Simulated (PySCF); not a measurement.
Which determinant of SnCl⁺ lies lowest?

Unrestricted PBE0; Sn cc-pVTZ-PP with ECP28, Cl cc-pV(T+d)Z; scalar-relativistic core potentials (PySCF 2.14). Outer shells of the fragments: Sn+ 4d10 5s2 5p1; Cl 3s2 3p5.

Followed along the bond (rough minima from three points):

| 2Ms+1 | unpaired | ⟨S²⟩ at the start | R at minimum (Å) | Te (eV) |
| --- | --- | --- | --- | --- |
| 1 | none | 0.00 | 2.27 | 0.00 |
| 3 | σ ↑, π ↑ | 2.01 | 2.38 | 3.83 |

Solutions found at the starting distance of 2.420 Å, counted from the lowest of them; the search is not exhaustive and high or unbound solutions are not listed, so other states can lie among these:

```csv
2Ms+1,unpaired,term,E (eV),⟨S²⟩,⟨Lz²⟩,μ (D)
1,none,¹Σ⁺,0.00,0.00,0.00,-3.50
3,"σ ↑, π ↑",³Π,3.65,2.01,1.00,-1.43
3,π ↑↑,mixed,3.87,2.01,2.01,1.56
3,π ↑↑,mixed,4.01,2.01,2.01,1.59
1,π ↑↓,mixed,4.02,1.01,2.01,1.58
3,σ ↑↑,³Σ⁺,5.71,2.00,0.00,-0.83
3,"σ ↑, π ↑",³Π,5.97,2.01,1.01,1.66
```

A term symbol is given only where ⟨S²⟩ and ⟨Lz²⟩ are close to those of a pure state; real π, δ and φ orbitals otherwise mix terms. A positive dipole points towards Cl; it is taken about the centre of mass and depends on that origin.

Q: Compare the gap between the two lowest followed solutions at the starting distance with the gap between their minima.

A: At PBE0 the second solution (triplet, unpaired electrons σ ↑, π ↑) lies +3.65 eV from the first (singlet, closed shell) at 2.420 Å and +3.83 eV at the minima; the two curves relax by different amounts, since their minima lie near 2.38 and 2.27 Å.

Spin–orbit coupling is left out. Counting both spins, an empty level lies below a filled one in some of these solutions, because spin and occupation are held.
